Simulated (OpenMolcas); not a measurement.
Pd4+ among 5 point charges of -1.5 e arranged as a trigonal bipyramid (D3h), 2.12 Å from the ion, with the axial distance 2.205 Å.

```json
{"Program": "OpenMolcas", "Method": "CASSCF", "Basis": "ANO-RCC-VTZP [7s6p4d2f1g]", "Scalar Hamiltonian": "DKH2, point nucleus", "Active space": "6 electrons in 5 orbitals (4d)", "State averaging": "2S+1 = 5 even, 5 roots; 2S+1 = 3 even, 45 roots; 2S+1 = 1 even, 50 roots", "Spin-orbit coupling": "RASSI with atomic mean-field integrals over the reference wave functions"}
```

Task: What is the spin-free ground state (labels of D3, the rotations of D3h)?

Result: 5E, 2-fold in its orbital part, 100 % from free-ion D terms; it has the highest spin that d6 allows.

Task: Where is the first state of the same spin?

Result: 5E at 228 cm-1 above the ground state. The two act as a nearly degenerate pair, with unquenched orbital momentum.

Task: What are the lowest two levels with spin-orbit coupling?

Result: A 2-fold level with g = 0.00, 0.00, 9.08, then a 2-fold level E 95.1 cm-1 above it. Their leading multiplicities are 5 (98 %) and 5 (98 %).

Task: What is χT at 300 K, and how does it compare with the textbook value?

Result: The lowest level has 2S+1 = 5, for which the spin-only value is χT = S(S+1) / 2 = 3.000 cm3 K/mol (g = 2). The computed 5.347 at 300 K differs by +2.347, through orbital momentum, spin-orbit coupling and any other state in reach.

Spin-orbit coupling mixes the spin-free states strongly: the lowest level takes only 54 % from its leading state, 5E. An orbital doublet at a regular site is open to a Jahn-Teller distortion, which this geometry leaves out. Without dynamic correlation the repulsion within the d shell is too large (B by tens of per cent), so at a given field states of lower spin stand too high. Point charges give a weaker field than real ligands, and real ions of this kind are as a rule low spin; the high spin found here belongs to the model. The ground term spreads over less than 5000 cm-1, several times less than with real ligands, so orbital moments are less quenched and χT lies further from the spin-only value than at real sites. This is an electrostatic model: the charges have no orbitals. No measured value stands beside these numbers.

With an even number of electrons the g values are those of a degenerate or nearly degenerate non-Kramers pair.
